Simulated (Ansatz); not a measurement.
CH6AlOSi (SMILES [CH3][Al+][O][SiH3]), charge +1, singlet, at a GFN2-xTB geometry (such geometries of metal compounds can be far from the true shape), with bond 8-7 at 1.8 times its length; PBE/6-31G in Ansatz (a first-principles code).

Here is a job for Ansatz.
Ansatz 0.2 input:
```yaml
crystal:
  periodic: [false, false, false]
  atoms:
    - {symbol: Al, position_ang: [-0.69413631, 0.46101638, 0.73783097]}
    - {symbol: C, position_ang: [-1.81733312, 1.34047296, 2.08496114]}
    - {symbol: H, position_ang: [-2.53178019, 0.62537184, 2.51072296]}
    - {symbol: H, position_ang: [-2.36155384, 2.17998299, 1.63499360]}
    - {symbol: H, position_ang: [-1.15906810, 1.71493517, 2.87853154]}
    - {symbol: O, position_ang: [0.29241135, -0.23991573, -0.33610933]}
    - {symbol: Si, position_ang: [1.35976930, -0.95822049, -1.52077545]}
    - {symbol: H, position_ang: [-0.06403704, -0.65637354, -3.70981352]}
    - {symbol: H, position_ang: [1.49147977, -2.32051420, -1.01112635]}
    - {symbol: H, position_ang: [2.54386611, -0.11088583, -1.39805267]}
basis:
  gaussian:
    orbitals: 6-31G
hamiltonian:
  xc: pbe
total_charge: 1
```

The log (banner, timings and long lists left out):

```
Functional definition: PBE
673 factors; integrals over basis functions are off by at most 1.9e-4 eV
mean field evaluation 1: about -17605.6587 eV, gradient 1.1e2 eV
mean field evaluation 2: about -17440.2439 eV, gradient 2.1e2 eV
mean field evaluation 4: about -17630.4318 eV, gradient 3.1e1 eV
mean field evaluation 8: about -17633.4318 eV, gradient 1.1e0 eV
mean field evaluation 16: about -17633.4230 eV, gradient 1.1e-3 eV
mean field -17633.42300770 eV, -648.0163431696 hartree, gradient 1.3e-5 eV, S^2 0.000000; 0 other end points of the search recorded, 0 dependent functions left out
reference -17633.42305380 eV, -648.0163448639 hartree; 23, 23 occupied and 33, 33 virtual orbitals, 673 factors
Total energy: -17633.42305380 eV, -648.0163448639 hartree
```
